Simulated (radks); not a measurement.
Results of a calculation; reference values are marked as such.
Coulomb parameter of the 4f shell of the holmium ion Ho+ in the model configuration [Xe] 4f9 5d2 6s1, as a second difference U = [E(n + 0.5) + E(n - 0.5) - 2 E(n)] / (0.5)^2 with all orbitals relaxed. "Bare": the charge of the atom changes with n. "Screened": the 5d shell takes up the change at fixed total charge, which measures U(4f,4f) + U(5d,5d) - 2 U(4f,5d). Level of theory: scalar-relativistic Kohn-Sham, BLYP, spin-unpolarised, spherical densities, finite nucleus; Fermi nuclear charge, rms radius 5.2022 fm (a radial shooting solver on a logarithmic mesh with Libxc functionals).

| case | configuration | E - E(n) (eV) |
|---|---|---|
| start | [Xe] 4f9 5d2 6s1 | 0.000 |
| bare +0.5 | [Xe] 4f9.5 5d2 6s1 | -9.321 |
| bare -0.5 | [Xe] 4f8.5 5d2 6s1 | 13.553 |
| screened +0.5 | [Xe] 4f9.5 5d1.5 6s1 | -5.888 |
| screened -0.5 | [Xe] 4f8.5 5d2.5 6s1 | 7.396 |

U(bare) = 16.929 eV, U(screened by 5d) = 6.033 eV, against the Slater integral F0(4f,4f) = 33.502 eV with frozen orbitals.
